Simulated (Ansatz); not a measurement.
Pulling on the B1–Cl2 bond in BCl (multiplicity 1 held). Energies count from the point at 1.722 Å.


Unrestricted levels (U-) break spin symmetry where that is lower. Active spaces are followed from rest. Levels need not reach the same state.

Frozen-core correlation.

Codes used: Ansatz (a first-principles code) with Gaussian orbitals. Each number belongs to the level named beside it.

Question: What energy at R = 6.886 Å does U-CCSD(T)/cc-pV(D+d)Z give?

Answer: 476 kJ/mol

Doubts at one or more of the structures used: a spin-contaminated determinant (U-CCSD(T)/cc-pV(D+d)Z); T1 above 0.05 (U-CCSD(T)/cc-pV(D+d)Z).
